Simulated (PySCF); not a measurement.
A GIAO shielding run with PySCF 2.14 (density fitting, non-relativistic, gas phase) on SMILES C1N(C2CC2)C[Si@@H](P)[SiH2]1, C₅H₁₄NPSi₂:

```
$ OMP_NUM_THREADS=1 python probes_run.py task.json out

{"job": {"kind": "nmr", "xc": "PBE0", "basis": "pcSseg-1"}, "charge": 0, "multiplicity": 1}
P      2.736276    -0.496106     1.433993
Si     2.021832     0.352501    -0.524085
C      0.411124     1.406222    -0.228256
N     -0.783405     0.605561    -0.412734
C     -1.031130    -0.241717     0.712450
C     -2.442783    -0.656929     0.987748
C     -1.768575     0.344125     1.877211
C     -0.755799    -0.125381    -1.668695
Si     0.880606    -1.135155    -1.891420
H      3.117199     0.723907     1.963296
H      4.016093    -0.756786     0.984078
H      3.032073     1.255242    -1.109622
H      0.366477     1.856291     0.764217
H      0.378955     2.218479    -0.959136
H     -0.242428    -0.967172     0.941894
H     -2.623402    -1.652315     1.363915
H     -3.205371    -0.290594     0.317987
H     -1.477817     0.047290     2.873059
H     -2.085607     1.371968     1.794616
H     -0.836186     0.612188    -2.472614
H     -1.649105    -0.748175    -1.716280
H      0.705861    -2.518021    -1.436699
H      1.230360    -1.178438    -3.311906
```

Hardware: 1 thread of an Arm Neoverse N1, shared host. The job also computes population analyses, field gradients, ring-centre shieldings.

Q: How large is the calculation?

A: 94 electrons, 244 basis functions and 1330 auxiliary functions.

Q: How long does it take, and how much memory does it need?

A: 110 s of wall time, with 12 SCF cycles and 4 response iterations; peak memory 1.1 GiB. Times on a shared host scatter by some tens of per cent.
